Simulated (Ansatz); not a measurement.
`[SiH3][SiH]1[AlH][S]1`. Charge 0, multiplicity 1. All single points use the PBE0-D4/def2-TZVP geometry.

```xyz
9

Si   -0.258   -1.006   -1.409
Si    0.478   -0.232    0.663
Al    0.349    1.972    1.389
S    -1.198    0.540    1.890
H    -1.161   -2.180   -1.260
H    -0.999    0.088   -2.091
H     0.904   -1.401   -2.252
H     1.257   -1.273    1.395
H     0.628    3.492    1.675
```

Q: What is the dipole moment at B3LYP/def2-TZVPP? (Best estimate.)

A: Computed: 1.91 D, with components (1.44, 1.17, -0.44) D in this frame, pointing from negative to positive charge.

Q: And with PBE, r2SCAN, ωB97M-V? (Best estimate.)

A: Computed: PBE 1.69 D, r2SCAN 1.81 D, ωB97M-V 2.02 D.

Q: Give the Mulliken charges with B3LYP, PBE, ωB97M-V in def2-TZVPP. (Estimate.)

A: The calculation gave: 
| atom | B3LYP | PBE | ωB97M-V |
| --- | --- | --- | --- |
| Si1 | 0.16 | 0.11 | 0.05 |
| Si2 | 0.15 | 0.10 | 0.09 |
| Al3 | 0.30 | 0.28 | 0.26 |
| S4 | -0.31 | -0.25 | -0.27 |
| H5 | -0.05 | -0.04 | -0.01 |
| H6 | -0.06 | -0.04 | -0.02 |
| H7 | -0.06 | -0.04 | -0.02 |
| H8 | -0.06 | -0.05 | -0.02 |
| H9 | -0.07 | -0.06 | -0.05 |

B3LYP here is the variant with VWN-RPA as its local correlation; programs differ in this.
